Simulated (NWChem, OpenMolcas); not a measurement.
## How basis sets differ on CH7BGe (SMILES C[BH][GeH3])

CH7BGe has 10 atoms, charge 0, and is taken as a singlet. SMILES: `C[BH][GeH3]`. Geometry: relaxed at PBE0-D4/def2-TZVP.

Each level gives the HOMO–LUMO gap (eV). The values are calculated.

```
                       level          kind     program  value (eV)
        HF/ANO-RCC-MB (DKH2)  Hartree–Fock  OpenMolcas       13.61
                   HF/STO-3G  Hartree–Fock  OpenMolcas       15.54
                    HF/3-21G  Hartree–Fock      NWChem       12.61
HF/ANO-S-VDZP (RICD fitting)  Hartree–Fock  OpenMolcas       12.24
                 HF/def2-SVP  Hartree–Fock  OpenMolcas       12.60
```

All-electron rows without a relativistic Hamiltonian named are non-relativistic. The values span 12.24 to 15.54 eV. A Hartree–Fock LUMO above zero doesn't converge with the basis: it sinks as sets grow more diffuse. Orbital gaps aren't excitation energies.
